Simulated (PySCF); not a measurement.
Species: C₂H₅N₂PSn.
Cartesian coordinates in Å at the PBE0-D3(BJ)/def2-SVP level; atoms count from 1:
```xyz
11
C2H5N2PSn angstrom
Sn    -1.9617   -0.3542    0.1879
N      0.0738    0.0818   -0.0592
C      0.6907    1.1186   -0.6594
P      2.4174    1.0044   -0.5756
C      2.1325   -0.5021    0.3077
N      0.8723   -0.8393    0.4907
H     -2.2250   -1.8219   -0.6340
H     -2.7494    0.9773   -0.5411
H     -2.2119   -0.4526    1.8688
H      0.0805    1.8960   -1.1229
H      2.9000   -1.1691    0.7084
```

Level of theory: PBE0-D3(BJ)/def2-SVP geometry optimisation, gas phase, def2 core potentials past Kr (PySCF 2.14.0).

(1) Which atoms are bound to Sn1, and at what distances?

(2) List the angles at Sn1.

(3) What is the shape at Sn1?

(4) What are the other bond lengths?

(5) Give some angles away from the centre.

(6) What are the rotational constants (commonest isotopes, rigid rotor)?

Results:

(1) 4 atoms: H9 1.702 Å, H7 1.703 Å, H8 1.710 Å, N2 2.096 Å. The nearest atom not counted as bound is N6, at 2.89 Å.

(2) 
```csv
angle,degrees,distance of the outer atoms (Å)
H7–Sn1–H9,113.8,2.85
H8–Sn1–H9,113.5,2.85
H7–Sn1–H8,113.2,2.85
N2–Sn1–H7,105.8,3.04
N2–Sn1–H9,105.7,3.04
N2–Sn1–H8,103.6,3.00
```

(3) Distorted tetrahedral: angles from 103.6° to 113.8°; τ4 = (360° − α − β)/141° = 0.94 with α and β the two widest (0 for a square, 1 for a tetrahedron).

(4) N2–C3 1.348 Å; C3–P4 1.733 Å; P4–C5 1.769 Å; C5–N6 1.317 Å; N2–N6 1.337 Å; C3–H10 1.092 Å; C5–H11 1.093 Å.

(5) Sn1–N2–C3 131.1°, Sn1–N2–N6 112.8°, C3–N2–N6 116.1°, N2–C3–P4 112.6°, C3–P4–C5 85.4°, P4–C5–N6 116.2°, N2–N6–C5 109.7°.

(6) A = 6898, B = 705.1, C = 646.4 MHz: a near-prolate asymmetric top.

Charge 0, singlet. Whether it is a minimum is left open (no frequencies).

The run took 83 s of wall time on AMD EPYC 7R32, one thread, no GPU, shared host, and the process peaked at 0.54 GiB of memory. That covers the optimisation of the geometry.
